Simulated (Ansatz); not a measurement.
CH5Si (SMILES C[SiH2]) moved off its minimum; all values from Ansatz (a quantum-chemistry and plane-wave program), cores frozen in correlated methods. Open shells are unrestricted.
(charge 0, multiplicity 2)
```xyz
7

C     -1.1659    -0.1704     0.1414
Si     0.6768     0.0873    -0.1705
H     -1.8062     0.5771    -0.3746
H     -1.4874    -1.1489    -0.1727
H     -1.3932    -0.0602     1.2019
H      1.1103     1.4255     0.1795
H      1.5136    -0.9663     0.5667
```

Forces at PBE/def2-TZVPP (eV/Å):

```json
[
 {"atom": "C1", "Fx": "-0.132", "Fy": "0.909", "Fz": "-0.193"},
 {"atom": "Si2", "Fx": "-0.083", "Fy": "-1.187", "Fz": "-0.068"},
 {"atom": "H3", "Fx": "0.360", "Fy": "-0.224", "Fz": "0.023"},
 {"atom": "H4", "Fx": "-0.174", "Fy": "-0.658", "Fz": "-0.197"},
 {"atom": "H5", "Fx": "0.005", "Fy": "-0.054", "Fz": "0.409"},
 {"atom": "H6", "Fx": "0.294", "Fy": "0.822", "Fz": "0.258"},
 {"atom": "H7", "Fx": "-0.271", "Fy": "0.393", "Fz": "-0.231"}
]
```

Task: Give the forces (eV/Å), the total energy and the dipole at CCSD(T)/cc-pV(T+d)Z.

Result: 
| atom | Fx | Fy | Fz |
|---|---|---|---|
| C1 | -0.348 | 0.895 | -0.108 |
| Si2 | 0.104 | -1.138 | 0.065 |
| H3 | 0.498 | -0.370 | 0.113 |
| H4 | -0.107 | -0.463 | -0.136 |
| H5 | 0.052 | -0.086 | 0.189 |
| H6 | 0.216 | 0.593 | 0.214 |
| H7 | -0.415 | 0.569 | -0.337 |
Energy -330.0395 hartree, dipole 0.82 D.
